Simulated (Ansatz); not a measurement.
**Energy profile**

The step: CH₆GeS ([CH3][GeH2][SH]) → GeH₂S ([S][GeH2]) + CH₄; bonds formed: C2–H4; bonds broken: Ge1–C2, S3–H4 (atoms numbered as in the saddle structure below).

Ge1  (-1.111, -0.398, -0.169)
C2  (0.837, 0.503, 0.305)
S3  (-0.274, -1.799, -1.528)
H4  (0.622, -0.525, -0.558)
H5  (-1.862, 0.861, -0.646)
H6  (-1.557, -0.797, 1.251)
H7  (0.640, 1.537, 0.025)
H8  (0.859, 0.351, 1.384)
H9  (1.846, 0.267, -0.064)
(Å)

Electronic energies by CCSD(T) at an estimated basis limit (MP2 extrapolated from triple and quadruple zeta, plus CCSD(T) − MP2 in triple zeta), on PBE0-D4/def2-TZVP structures; CH6GeS, closed shell; no counterpoise correction. Program: Ansatz 0.2.0. Basis: def2-TZVPP and def2-QZVPP. Cores are frozen in the correlated methods. Filled d shells of the heavier atoms are correlated. The def2 sets are not built for correlating such inner shells, so the correlated values are less sure here. Extrapolation: Hartree–Fock as exp(−7.88 √X), correlation as X^−2.97.

**Question.** Give the profile in kJ/mol, counted from the start structure. (An estimate is asked for; the value comes from the calculation.)

**Answer.** Computed:
```tsv
point	kJ/mol
start structure	0.0
saddle	254.0
end structure	94.6
separated: GeH2S (linked as [S][GeH2]; Ge1, S3, H5, H6; singlet) + CH4 (C2, H4, H7, H8, H9; singlet)	100.8
```

T1 diagnostic: at most 0.018.

For scale, one of the runs: CCSD(T)/def2-TZVPP, 205 basis functions, launched by `ansatz run in.yaml --threads 4 --pin off --events-out ev --progress --plain --max-ram 9574MiB`. Time: 91 s of wall clock on 4 CPU threads of an Arm Neoverse N1; the host was shared. Peak host memory: 2.6 GiB.
